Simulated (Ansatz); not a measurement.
Molecule: CH2N, net charge 0, doublet state. SMILES: [NH][CH]

Atoms: C1, N2, H3, H4. Bonds: C1-N2, C1-H3, N2-H4.

Bond lengths (Å) and angles (degrees) optimised at HF/6-31G* with Ansatz (a quantum-chemistry and plane-wave program); PBE/6-31G* with Ansatz; B3LYP/6-31G* with Ansatz, each started from the B3LYP-D3(BJ)/def2-TZVP structure (Ansatz) of the last column. A row stands for all coordinates that are equal there. 6-31G* holds six Cartesian d functions. No wavenumbers were computed at PBE/6-31G*, so these may be saddle points.

```json
[
 {"coordinate": "C1-N2", "HF/6-31G*": "1.234", "PBE/6-31G*": "1.248", "B3LYP/6-31G*": "1.238", "B3LYP-D3(BJ)/def2-TZVP": "1.227"},
 {"coordinate": "C1-H3", "HF/6-31G*": "1.081", "PBE/6-31G*": "1.110", "B3LYP/6-31G*": "1.100", "B3LYP-D3(BJ)/def2-TZVP": "1.096"},
 {"coordinate": "N2-H4", "HF/6-31G*": "1.008", "PBE/6-31G*": "1.034", "B3LYP/6-31G*": "1.025", "B3LYP-D3(BJ)/def2-TZVP": "1.021"},
 {"coordinate": "N2-C1-H3", "HF/6-31G*": "127.0", "PBE/6-31G*": "123.0", "B3LYP/6-31G*": "123.9", "B3LYP-D3(BJ)/def2-TZVP": "125.1"},
 {"coordinate": "C1-N2-H4", "HF/6-31G*": "114.5", "PBE/6-31G*": "117.6", "B3LYP/6-31G*": "118.0", "B3LYP-D3(BJ)/def2-TZVP": "119.4"}
]
```

Mean signed difference of all 3 bond lengths from B3LYP-D3(BJ)/def2-TZVP: HF/6-31G* -0.007 Å, PBE/6-31G* 0.016 Å, B3LYP/6-31G* 0.007 Å.
